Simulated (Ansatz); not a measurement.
The cluster Cu₂S. Total charge 0; triplet. Geometry PBE0-D4/def2-TZVP, that of the charge +1 doublet; atoms count from 1.

```
atom   x (Å)   y (Å)   z (Å)
 Cu1   0.116  -1.270  -1.089
 Cu2   0.572   0.726   1.399
  S3  -0.687   0.544  -0.310
```

At PBE0-D4/def2-TZVP a singlet of charge 0 lies 1.62 eV below the triplet at the same geometry. The structure comes from a short search, and lower isomers may exist.

**Question.** Estimate the Mulliken populations from the PBE0/def2-TZVP orbitals of Ansatz.

**Answer.** 
| atom | charge (e) | spin (α − β) | d electrons |
| --- | --- | --- | --- |
| Cu1 | 0.14 | 0.55 | 9.80 |
| Cu2 | 0.14 | 0.55 | 9.80 |
| S3 | -0.29 | 0.90 | – |
Mulliken values and Mayer orders depend strongly on the basis.

**Question.** Where does the spin sit?

**Answer.** Summed by element: Cu 1.10, S 0.90, of 2 unpaired in all. Largest on single atoms: S3 0.90, Cu1 0.55, Cu2 0.55.

**Question.** And the Mayer bond orders between bonded heavy atoms (over 0.3)?

**Answer.** Cu1–S3 0.95 (2.13 Å); Cu2–S3 0.95 (2.13 Å). Values over 0.3 also appear between atoms too far apart for a bond (Cu1–Cu2 0.49 at 3.22 Å); they arise where an orbital or an unpaired electron spreads over both atoms.
